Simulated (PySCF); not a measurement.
Li(OH) (HLiO), SMILES [Li][OH].

The structure is a stationary point at B3LYP-D3(BJ)/def2-TZVPD. The isomer is the one that the SMILES or the coordinates give; other isomers of the formula were not compared.

Method: HF/def2-TZVPD in PySCF.

Isolated molecule, no solvent.

```
Item                                                                                                            Result
---------------------------------------------------------------------------------------------  -----------------------
total energy                                                                                         -82.95366 hartree
point group                                                                                                        C∞v
highest occupied level                                                                                       -10.30 eV
lowest empty level                                                                                             0.08 eV
orbital gap                                                                                                   10.38 eV
dipole moment                                                                                                   4.70 D
quadrupole, principal values (traceless, Buckingham form, about the centre of nuclear charge)  -5.59, -5.59, 11.19 D·Å
mean static polarisability                                                                        13.7 bohr³ (2.03 Å³)
polarisability, principal values                                                                13.2, 13.2, 14.6 bohr³
```
